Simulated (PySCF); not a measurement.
Compound: C₄H₈OPSi (doublet state).
Structure used (GFN2-xTB), in Å, numbered top down from 1:
```
atom  x, y, z in Å
P1     2.8838   -0.1947    0.3769
Si2    0.8401    0.2304   -0.4227
C3    -0.4075   -1.1477    0.0035
C4    -1.8256   -0.5402   -0.0765
C5    -1.8725    0.7527    0.5962
C6    -0.9794    1.6588    0.8438
O7     0.3449    1.5286    0.4213
H8     3.1881   -1.0931   -0.6278
H9     3.4705    0.8574   -0.2979
H10    0.7436    0.5331   -1.8608
H11   -0.2275   -1.4910    1.0238
H12   -0.3611   -2.0208   -0.6449
H13   -2.1242   -0.4128   -1.1218
H14   -2.5390   -1.2318    0.3834
H15   -1.1386    2.5792    1.3816
```

The hyperfine couplings belong to this conformer and change with its torsions.

Identity: `P[Si@H]1CC[C]=CO1` [radical].

Theory: UKS B3LYP, pcH-1 on C H O P Si, non-relativistic, mean-field spin-orbit, GIAO in PySCF 2.14.0. Geometry: GFN2-xTB, one conformer, isolated molecule. Couplings are sensitive to structure, and on GFN2-xTB geometries they can be far from those on DFT ones. No stability test was run, so a lower SCF solution isn't excluded.

Task: What is the g tensor, term by term?

Result: 
| Δg (ppm) | 1 | 2 | 3 |
| --- | --- | --- | --- |
| relativistic mass correction | -167 | -167 | -167 |
| gauge correction | 42 | 8 | -8 |
| orbital Zeeman/spin–orbit | -975 | 174 | 862 |
| total | -1100 | 15 | 686 |

So g = 2.00122, 2.00233, 2.00301 and g_iso = 2.00219; the tensor is rhombic: the two nearest values differ by 38 % of g3 − g1. Axes: g1 points within 4° of the C4–C5 bond.

Task: At 9.559 GHz, how far is the centre of the isotropic spectrum from where a free electron (g = 2.002319) resonates?

Result: B = hν/(g μB) with μB/h = 13.99624 MHz/mT gives 341.09 mT for the free electron and 341.11 mT at g_iso, 0.02 mT higher.

Task: Average each term over the three axes. Which is largest in size?

Result: The mass correction -167, the orbital-Zeeman/spin–orbit term 20 and the gauge correction 14 ppm, for a total of -133 ppm. The mass correction is the largest in size. The mass correction is the same along every axis, so the anisotropy comes from the other two: their spans along these axes are 51 (gauge) and 1837 ppm (orbital Zeeman/spin–orbit).

Task: In a frozen sample, at which fields do the three g values resonate at 9.5, 34, 94 and 263 GHz (hyperfine left aside), and which band first spreads them over more than twice a line width of 1.0 mT?

Result: 
```
band    GHz  B(g3) mT  B(g2) mT  B(g1) mT  spread mT
   X    9.5    338.87    338.98    339.17       0.30
   Q   34.0   1212.79   1213.20   1213.87       1.08
   W   94.0   3353.00   3354.13   3356.00       2.99
   J  263.0   9381.28   9384.42   9389.65       8.37
```

The spread grows in proportion to the frequency. W band is the first where it exceeds 2.0 mT.

The largest Mulliken spin populations are on C5 (+1.00) and C6 (-0.11). C5 is the only atom above +0.15. The positive populations add up to 1.16 and the negative ones to -0.16, together 2S = 1.

The HOMO–LUMO gaps are 6.83 eV among the α and 3.91 eV among the β orbitals.
